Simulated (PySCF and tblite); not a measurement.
The numbers below are computed, except where a source is named.
C5H7NSSi, numbered as in [CH2:1]=[CH:2][c:3]1[cH:4][c:5]([SiH3:6])[s:7][n:8]1.

Search: ETKDG and KDG, MMFF94s, GFN2-xTB, 60 starts; geometries at GFN2-xTB. Weights use HSE06-D3(BJ)/cc-pVDZ (IEF-PCM, tetrahydrofuran) energies plus GFN2-xTB zero-point and thermal terms (modes under about 100 cm⁻¹ blended into free rotors). Symmetry numbers and mirror images are counted. Conformers within 2.5 kcal/mol (GFN2-xTB free energy) were kept, 3 at most. GIAO shieldings: B97-D/pcSseg-1 (IEF-PCM, tetrahydrofuran). Shifts are against TMS (¹H), TMS (¹³C), TMS (²⁹Si) at the same level; of two unlike H on one atom, a is the less shielded. (PySCF 2.14, tblite 0.8.)

Torsions listed: C1–C2–C3–N8.

```tsv
conformer	shape	symmetry	E(GFN2) kcal/mol	E(DFT) kcal/mol
1	180°	Cs	0.00	0.00
2	0°	Cs	0.14	0.34
```

(1) How much do the weights at 298.15 K and the averaged shift of H1a depend on how the conformers are weighted?

## Answers

(1) 
```csv
weighting,1 (%),2 (%),δ (ppm),rms dipole (D)
"DFT energy with thermal terms, symmetry and mirror images (full scheme)",63,37,6.53,2.71
DFT energy with symmetry and mirror images,64,36,6.52,2.71
bare DFT energy,64,36,6.52,2.71
GFN2-xTB energy with symmetry and mirror images,56,44,6.57,2.70
GFN2-xTB free energy,54,46,6.58,2.69
leading conformer alone,100,0,6.30,2.79
equal weights,50,50,6.60,2.69
```

The largest departure from the full scheme, 0.23 ppm, comes with: leading conformer alone.


Conformer gaps in cc-pVDZ on xTB geometries can be 2 kcal/mol off for S=O, P=O and other polar bonds.